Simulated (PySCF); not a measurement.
**Bond length, frequency and bond energy of TcP by level of theory**

State: ⁵Π (quintet), unpaired electrons σ ↑, π ↑, δ ↑↑. Set-up: basis Tc x2c-TZVPPall, P x2c-TZVPPall; spin-free X2C with a Gaussian nucleus; PySCF 2.14. De refers to Tc (4d5 5s2) + P in their high-spin ground configurations, without counterpoise correction. The functionals are run spin-unrestricted. A positive dipole means Tc(−)P(+). Levels whose curve was spin-contaminated or gave no clean fit are not listed.

```
       Level  Re (Å)  ωe (cm⁻¹)  De (eV)  μ (D)
   ROHF-CCSD   2.105        502     2.06    n/a
ROHF-CCSD(T)   2.118        468     2.63    n/a
         LDA   2.068        537      n/a  -2.43
         PBE   2.102        502      n/a  -2.67
      PBEsol   2.084        521      n/a  -2.59
       B3LYP   2.109        476      n/a  -2.99
```

The bond length runs from 2.068 Å (LDA) to 2.118 Å (ROHF-CCSD(T)).

Correlated steps freeze 19 core orbitals. De is left out where the level can put another filling of the metal’s s and d shells below the measured ground configuration, by anything from nothing to about 1 eV. These are scalar-relativistic numbers at best; spin–orbit coupling would shift them, the dissociation energy most. Counting both spins, an empty level lies below a filled one in some of these solutions, because spin and occupation are held. The CCSD T1 diagnostic is raised, a sign that a single reference may not be enough here. With d or f electrons several states lie close, and the lowest PBE0 determinant need not be the measured ground state.

The whole job (state search and all levels along the bond) took about 43 min on 2 threads of Arm Neoverse V1 (shared host), peak memory 7.3 GiB.
